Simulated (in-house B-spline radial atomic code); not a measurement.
Ionising Cu⁸⁺ with different functionals

Computed with a radial B-spline atomic code at the basis-set limit: scalar-relativistic (spin-free X2C) Hamiltonian, Fermi nucleus of rms radius 3.8823 fm, spin-polarised at highest spin, spherical fractional occupations for the functionals, and exact exchange of hybrids averaged over the configuration. The ionisation energy is the difference of two self-consistent energies, [Ar] 3d3 → [Ar] 3d2, without Breit or QED terms; ε is the level of the shell that loses the electron (its least bound occupied spin orbital).

| method | rung | ΔSCF (eV) | -ε(3d) (eV) |
| --- | --- | --- | --- |
| PBE0 | global hybrid | 199.11 | 187.78 |
| B3LYP | global hybrid | 199.21 | 186.98 |
| TPSSh | global hybrid | 198.91 | 184.98 |
| BHandHLYP | global hybrid | 199.07 | 192.10 |
| r2SCAN0 | global hybrid | 199.35 | 188.17 |
| B97-1 | global hybrid | 199.07 | 187.03 |
| HSE06 | range-separated hybrid | 199.01 | 187.26 |
| wB97X | range-separated hybrid | 198.74 | 189.54 |
| CAM-B3LYP | range-separated hybrid | 199.15 | 188.99 |
| LC-wPBE | range-separated hybrid | 199.01 | 189.12 |

(1) Among the functionals, which spreads more, the ΔSCF values or the orbital energies?

(2) How do they compare with the NIST value?

## Answers

(1) The orbital energies: ΔSCF values span about 0.61 eV and the orbital energies 7.12 eV; here energy differences depend much less on the functional than eigenvalues do.

(2) NIST lists 198 eV ± 2.2 (tabulated theory, ground level to ground level). Errors run from +0.74 to +1.35 eV; all lie within about twice that uncertainty, so the table can't rank the methods.
